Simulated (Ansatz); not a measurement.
Z-matrix (Å, degrees):
```
C
C 1 1.512
H 1 1.092 2 110.2
H 1 1.091 2 110.9 3 -119.8
H 1 1.093 2 110.3 3 119.8
C 2 1.510 1 113.1 3 -60.2
O 2 1.436 1 108.9 3 -179.2
H 2 1.094 1 109.5 3 62.6
H 6 1.092 2 110.1 1 61.3
H 6 1.092 2 110.5 1 -58.5
H 6 1.091 2 110.8 1 -178.7
B 7 1.337 2 125.3 1 -90.3
S 12 1.807 7 120.9 2 178.6
Cl 12 1.775 7 122.8 2 -1.5
H 13 1.344 12 94.9 7 -0.1
```

The species carries charge 0 and has multiplicity 1.

Task: List the r2SCAN/def2-TZVPP orbital energies in eV (the Gaussian-basis code of Ansatz). (Best estimate.)

Result: Ansatz gave: Occupied: -2753.36, -2409.15, -516.61, -275.00, -273.06, -273.05, -254.76, -213.62, -193.30, -193.17, -193.14, -182.61, -157.69, -157.58, -157.51, -27.76, -21.73, -20.80, -19.17, -18.29, -15.89, -13.99, -12.30, -12.04, -11.65, -10.69, -10.25, -10.11, -9.75, -9.46, -9.00, -8.66, -8.11, -7.96, -7.86, -6.68. Lowest empty: -0.53, 0.14, 0.84, 1.60, 1.87, 2.14, 2.30, 2.45.
